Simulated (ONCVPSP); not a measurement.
## aluminium, ONCV: configuration errors across variants

ONCVPSP 4.0.1 input, shortened (lines: element, Z, core and valence counts, functional; n l f; lmax; l rc ep ncon nbas qcut; lloc lpopt rc5 dvloc0; l nproj debl; icmod fcfact rcfact), LDA (Perdew-Wang 92), non-relativistic:

```
  Al 13.00    3    2  -001012      upf
    1    0    2.00
    2    0    2.00
    2    1    6.00
    3    0    2.00
    3    1    1.00
    2
    0    1.70    0.00    4    9    3.30
    1    2.50    0.00    4    8    2.70
    2    2.65    0.36    4    7    3.10
    4    5    1.05    0.00
    0    2    2.80
    1    1    3.10
    2    1    3.90
    3    2.75    1.10
```

All-electron excitation energies from the reference (eV): (1) 3s2 3p0 5.851; (2) 3s1 3p0 25.186; (3) 3s2 3p0.5 2.127; (4) 3s0 3p3 10.435.

1 further variants failed, have other tests or another functional or relativity, and are left out.

Errors AE − PS in meV (a dash: test not solved or not reliable):

```csv
change,(1),(2),(3),(4),bound ghosts,GHOST(+) flags above zero
base,+2.1,+58,+0.4,+24,none,"s, d"
s: nbas 7,+2.1,+59,+0.4,+24,none,"s, d"
"all radii but the core radius scaled by about 1.28 (s 2.18, p 3.20, d 3.40 bohr); local potential polynomial inside 1.34 bohr (lpopt 5, dvloc0 0 Ha)",+1.8,+51,+0.3,+13,none,s
d: rc 3.22,+2.1,+58,+0.4,+24,none,"s, d"
"core correction Teter function, fcfact 2.75, rcfact 2.1",-29,-248,-4.7,-20,none,"s, d"
"core correction Teter function, fcfact 5.5, rcfact 1.6",-6.0,-95,-0.7,-16,none,"s, d"
s: rc 1.78,+2.1,+58,+0.4,+23,none,"s, d"
"core correction Teter function, fcfact 4.3, rcfact 1.1",+2.0,+50,+0.4,+20,none,"s, d"
"local potential polynomial inside 1.15 bohr (lpopt 5, dvloc0 1 Ha)",+2.1,+58,+0.4,+23,none,s
p: qcut 1.8,+2.6,+61,+0.4,+19,none,"s, d"
```

Question: Give the same row for: local potential polynomial inside 1.05 bohr (lpopt 5, dvloc0 6.5 Ha).

Answer: +2.1, +58, +0.3, +22; bound ghosts: none; GHOST(+) flags above zero: none.
